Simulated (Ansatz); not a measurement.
Input for Ansatz (development build ahead of 0.2.0):

```yaml
crystal:
  periodic: [false, false, false]
  atoms:
    - { symbol: Fe, position_ang: [0.0, 0.0, 0.0] }
    - { symbol: Fe, position_ang: [0.0, 0.0, 3.03] }
basis:
  gaussian: { orbitals: pcseg-2 }
magnetization:
  spin_polarized: true
  initial_magnetization: 8
hamiltonian:
  xc: pbe0
```

The input is written out in the form of the current development build from the run's settings.

Results

- Converged: yes
- Total energy: -2526.93733 hartree
- Spin squared of the determinant: 20.102
- Stability test: minimum

Caution: another spin multiplicity may lie lower.
